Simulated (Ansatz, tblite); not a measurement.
MO2F2 with several metals: vertical triplet (eV) at several levels, gas phase, relaxed structures; Ansatz, xTB through tblite. Core potentials for Mo, W in the def2 sets, no spin–orbit coupling. xTB has no spin-polarisation term. The structures are stationary points that may keep the symmetry of their start. Remarks come from the PBE and PBE0 runs and from stability tests at other levels; not every state was tested.

```csv
species,state,geometry,GFN1-xTB,GFN2-xTB,PBE-D4/def2-TZVP,r2SCAN-D4/def2-TZVP,PBE0-D4/def2-TZVP,remarks
CrO2F2,singlet,r2SCAN-D4/def2-SVP,3.15,3.48,2.92,2.60,2.07,restricted SCF unstable in HF
MoO2F2,singlet,PBE-D4/def2-SVP,5.45,4.28,4.24,4.08,3.81,–
```

**Question.** Estimate the rows for WO2F2 (singlet, PBE-D4/def2-SVP geometry).

**Answer.** 
```
species    state         geometry  GFN1-xTB  GFN2-xTB  PBE-D4/def2-TZVP  r2SCAN-D4/def2-TZVP  PBE0-D4/def2-TZVP
  WO2F2  singlet  PBE-D4/def2-SVP      6.27      4.82              4.69                 4.57               4.40
```

Over the 3 species that have every level, the mean is 4.96 at GFN1-xTB, 4.20 at GFN2-xTB, 3.95 at PBE-D4/def2-TZVP, 3.75 at r2SCAN-D4/def2-TZVP, 3.43 at PBE0-D4/def2-TZVP.
